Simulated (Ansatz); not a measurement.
Born–Oppenheimer molecular dynamics of BCl$_{2}$H$_{4}$OP (9 atoms, charge 0, multiplicity 1). It starts at the highest image of a converged band. Of that band: The profile has 2 maxima (images 5, 7) with wells between them (image 6): this band takes more than one step, which may be the mechanism or a detour left from its start path. Neighbouring images differ by up to 1.4 eV, so the band resolves the path poorly. A vibrational analysis at the climbing image gives one clearly imaginary mode, 721i cm⁻¹: a first-order saddle point.

All numbers below come from RKS BLYP-D4/def2-SVP (Ansatz).

| Property | Result |
| --- | --- |
| ensemble | NVE (velocity Verlet) |
| time step | 0.5 fs |
| steps asked | 200 |
| starting velocities drawn for | 300 K |
| seed | 4635 |

Frames 2.5 fs apart, positions in Å, forces in eV/Å.

Velocities at 15 fs (Å/ps):

```
B -2.60 -9.58 6.20
Cl 0.31 1.09 -3.59
O -1.68 0.63 2.72
H 15.79 -11.02 -9.97
Cl 0.87 0.00 0.40
P 0.07 -0.81 0.84
H -5.95 18.43 18.85
H 13.06 33.25 10.12
H -12.05 38.63 -42.12
```

```xyz
9
Properties=species:S:1:pos:R:3:forces:R:3 time_fs=15 energy_less_start_eV=-0.157 T=474
B -0.218 0.094 0.047 0.32 -1.53 0.30
Cl -0.270 -0.688 1.967 0.05 -0.19 -0.71
O 0.973 -0.182 -0.609 0.32 0.58 0.97
H 1.779 -0.141 -0.023 -0.83 -0.16 -0.51
Cl -1.720 -0.219 -0.912 0.12 0.15 0.32
P -0.345 2.293 0.389 0.15 0.81 0.26
H -1.450 2.663 1.246 0.14 -0.02 -0.12
H 0.708 2.660 1.317 -0.10 0.23 -0.15
H -0.287 1.094 1.343 -0.16 0.15 -0.35
9
Properties=species:S:1:pos:R:3:forces:R:3 time_fs=17.5 energy_less_start_eV=-0.159 T=476
B -0.223 0.065 0.063 0.59 -2.26 0.50
Cl -0.269 -0.685 1.957 0.03 -0.14 -0.97
O 0.969 -0.179 -0.601 -0.22 0.63 0.46
H 1.792 -0.173 -0.062 -0.48 -0.10 -0.04
Cl -1.718 -0.219 -0.911 0.11 0.21 0.32
P -0.344 2.292 0.392 0.09 3.10 0.05
H -1.456 2.707 1.285 0.52 -0.16 -0.56
H 0.731 2.746 1.332 -0.61 -0.15 -0.65
H -0.321 1.185 1.237 -0.03 -1.13 0.89
9
Properties=species:S:1:pos:R:3:forces:R:3 time_fs=20 energy_less_start_eV=-0.184 T=505
B -0.225 0.024 0.083 0.63 -2.36 0.45
Cl -0.268 -0.683 1.946 0.01 -0.24 -0.97
O 0.964 -0.174 -0.591 -1.42 0.59 -0.42
H 1.782 -0.211 -0.101 0.73 -0.12 0.80
Cl -1.716 -0.218 -0.909 0.11 0.18 0.35
P -0.344 2.298 0.394 0.09 4.29 -0.66
H -1.433 2.742 1.292 0.39 -0.14 -0.55
H 0.721 2.824 1.310 -0.58 -0.37 -0.62
H -0.357 1.211 1.183 0.05 -1.83 1.61
9
Properties=species:S:1:pos:R:3:forces:R:3 time_fs=22.5 energy_less_start_eV=-0.477 T=827
B -0.224 -0.030 0.104 0.39 -1.77 0.23
Cl -0.267 -0.681 1.933 0.01 -0.70 -0.59
O 0.955 -0.167 -0.582 -0.08 0.29 0.04
H 1.801 -0.256 -0.101 -0.34 -0.03 0.21
Cl -1.713 -0.218 -0.907 0.11 0.06 0.40
P -0.343 2.311 0.395 -0.04 2.24 -0.50
H -1.390 2.769 1.268 -0.20 0.07 -0.12
H 0.679 2.882 1.255 0.01 -0.28 -0.07
H -0.390 1.142 1.213 0.15 0.12 0.39
9
Properties=species:S:1:pos:R:3:forces:R:3 time_fs=25 energy_less_start_eV=-0.469 T=819
B -0.221 -0.094 0.127 0.01 -1.06 -0.22
Cl -0.267 -0.680 1.919 0.02 -1.27 -0.06
O 0.946 -0.159 -0.573 0.95 -0.11 0.39
H 1.803 -0.303 -0.086 -1.01 0.12 -0.23
Cl -1.710 -0.217 -0.904 0.14 -0.09 0.49
P -0.343 2.328 0.396 -0.38 0.25 -0.76
H -1.358 2.800 1.237 -0.78 0.34 0.35
H 0.638 2.925 1.196 0.80 0.10 0.62
H -0.414 1.078 1.270 0.25 1.72 -0.57
9
Properties=species:S:1:pos:R:3:forces:R:3 time_fs=27.5 energy_less_start_eV=-0.596 T=960
B -0.217 -0.164 0.149 -0.31 -0.70 -0.83
Cl -0.266 -0.682 1.905 0.03 -1.53 0.29
O 0.939 -0.150 -0.562 -0.07 -0.10 -0.11
H 1.755 -0.344 -0.081 0.27 -0.06 0.34
Cl -1.707 -0.216 -0.900 0.20 -0.19 0.60
P -0.343 2.347 0.395 -0.60 0.06 -0.35
H -1.370 2.850 1.224 -0.56 0.34 0.19
H 0.641 2.972 1.170 0.75 0.16 0.63
H -0.424 1.111 1.296 0.28 2.03 -0.78
9
Properties=species:S:1:pos:R:3:forces:R:3 time_fs=30 energy_less_start_eV=-0.894 T=1286
B -0.215 -0.238 0.166 -0.52 -0.52 -1.41
Cl -0.265 -0.686 1.892 0.00 -1.35 0.50
O 0.932 -0.143 -0.552 -0.33 -0.18 -0.09
H 1.718 -0.389 -0.057 0.69 -0.10 0.43
Cl -1.704 -0.215 -0.895 0.26 -0.25 0.70
P -0.344 2.365 0.393 -0.40 1.84 0.12
H -1.412 2.920 1.220 0.15 0.13 -0.33
H 0.685 3.026 1.180 -0.09 -0.19 0.02
H -0.417 1.257 1.280 0.23 0.62 0.07
9
Properties=species:S:1:pos:R:3:forces:R:3 time_fs=32.5 energy_less_start_eV=-0.822 T=1210
B -0.216 -0.315 0.175 -0.57 -0.05 -1.98
Cl -0.264 -0.692 1.879 -0.06 -1.14 0.86
O 0.925 -0.136 -0.542 0.93 -0.86 0.87
H 1.715 -0.436 -0.013 -0.47 0.43 -0.47
Cl -1.700 -0.215 -0.889 0.24 -0.35 0.73
P -0.346 2.388 0.391 -0.06 4.44 -1.08
H -1.447 2.997 1.198 0.59 -0.01 -0.60
H 0.726 3.070 1.191 -0.66 -0.33 -0.45
H -0.398 1.431 1.275 0.06 -2.13 2.12
9
Properties=species:S:1:pos:R:3:forces:R:3 time_fs=35 energy_less_start_eV=-1.004 T=1409
B -0.221 -0.392 0.173 -0.48 0.65 -2.42
Cl -0.263 -0.700 1.868 -0.12 -1.26 1.28
O 0.920 -0.133 -0.529 0.71 -1.14 0.91
H 1.690 -0.460 0.008 -0.23 0.48 -0.46
Cl -1.696 -0.216 -0.881 0.16 -0.51 0.68
P -0.348 2.418 0.387 0.06 2.94 -0.06
H -1.449 3.074 1.142 0.56 0.03 -0.49
H 0.730 3.096 1.177 -0.65 -0.09 -0.52
H -0.374 1.499 1.380 -0.02 -1.11 1.08
9
Properties=species:S:1:pos:R:3:forces:R:3 time_fs=37.5 energy_less_start_eV=-1.079 T=1492
B -0.228 -0.466 0.158 -0.28 1.26 -2.36
Cl -0.262 -0.711 1.859 -0.16 -1.42 1.40
O 0.918 -0.133 -0.513 -0.60 -0.90 0.03
H 1.659 -0.458 0.006 1.05 0.02 0.37
Cl -1.691 -0.217 -0.873 0.01 -0.66 0.54
P -0.351 2.454 0.384 0.13 0.15 1.44
H -1.419 3.155 1.058 0.09 0.27 -0.08
H 0.697 3.118 1.135 -0.09 0.39 -0.21
H -0.351 1.505 1.545 -0.15 0.88 -1.13
9
Properties=species:S:1:pos:R:3:forces:R:3 time_fs=40 energy_less_start_eV=-0.996 T=1402
B -0.236 -0.532 0.129 0.07 1.65 -1.57
Cl -0.262 -0.724 1.852 -0.22 -1.39 1.14
O 0.915 -0.137 -0.496 -0.02 -1.21 0.04
H 1.679 -0.451 0.020 0.40 0.24 0.09
Cl -1.687 -0.220 -0.863 -0.23 -0.74 0.28
P -0.352 2.491 0.383 0.06 -1.22 1.32
H -1.385 3.252 0.969 -0.43 0.52 0.28
H 0.660 3.163 1.081 0.64 0.86 0.20
H -0.337 1.554 1.650 -0.28 1.29 -1.77
9
Properties=species:S:1:pos:R:3:forces:R:3 time_fs=42.5 energy_less_start_eV=-1.138 T=1558
B -0.244 -0.589 0.093 0.49 1.86 -0.35
Cl -0.262 -0.739 1.847 -0.29 -1.25 0.69
O 0.911 -0.146 -0.480 1.13 -1.46 0.14
H 1.720 -0.429 0.039 -0.80 0.50 -0.45
Cl -1.683 -0.224 -0.853 -0.54 -0.75 -0.07
P -0.354 2.525 0.384 0.04 -0.71 1.07
H -1.373 3.378 0.893 -0.28 0.27 0.20
H 0.657 3.257 1.036 0.59 0.71 0.07
H -0.340 1.677 1.655 -0.34 0.82 -1.32
```

Of the whole run (100 fs, mean temperature of the second half 1712 K): The conserved energy stayed within 0.22 meV per atom of its start (net change 0.13 meV per atom), so the integration is sound. The kinetic energy rose, since the run started high on the potential surface and went downhill. It ends in pieces (BCl2HO + H3P), so much of that is their flight and rotation, not heat. A run of 0.1 ps of so small a system gives no equilibrium averages. The orbitals stay closed-shell, which can raise the energy where a bond breaks towards radicals; this wasn't checked here.

Run time: 4.7 min on 2 threads of Arm Neoverse V2, with other jobs on the host, peak memory 0.14 GiB.
